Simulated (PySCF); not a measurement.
PySCF 2.14 output of an unrestricted MN15 calculation on a single atom or ion in dyall-acv3z, with the spin-free X2C one-electron Hamiltonian (Gaussian nucleus):

```
SCF conv_tol = 1e-09
number electrons alpha = 8  beta = 5
    H. S. Yu, X. He, S. L. Li, and D. G. Truhlar.,  Chem. Sci. 7, 5032-5051 (2016)
    H. S. Yu, X. He, S. L. Li, and D. G. Truhlar.,  Chem. Sci. 7, 5032-5051 (2016)
cycle= 1 E= -340.845278072244  delta_E= -0.131  |g|= 2.96  |ddm|= 0.279
cycle= 2 E= -340.847323247553  delta_E= -0.00205  |g|= 0.495  |ddm|= 0.0163
cycle= 3 E= -340.847379525056  delta_E= -5.63e-05  |g|= 0.0346  |ddm|= 0.0028
cycle= 4 E= -340.847380924448  delta_E= -1.4e-06  |g|= 0.00233  |ddm|= 0.000749
cycle= 5 E= -340.847380952769  delta_E= -2.83e-08  |g|= 0.000157  |ddm|= 0.000188
cycle= 6 E= -340.847380954015  delta_E= -1.25e-09  |g|= 2.61e-05  |ddm|= 3.08e-05
cycle= 7 E= -340.847380954074  delta_E= -5.85e-11  |g|= 2.56e-06  |ddm|= 1.37e-05
converged SCF energy = -340.847380954074  <S^2> = 3.7501026  2S+1 = 4.0000513
```

The run itself started from symmetry-adapted Hartree-Fock orbitals and held the occupation by maximum overlap, on a logarithmic radial grid, so the iterations belong to that start.

Q: Which element, charge and spin multiplicity is this?

A: P(2+) (phosphorus, charge +2), multiplicity 4; the state was [Ne] 3s1 3p2, high-spin 4P determinant (an excited configuration).
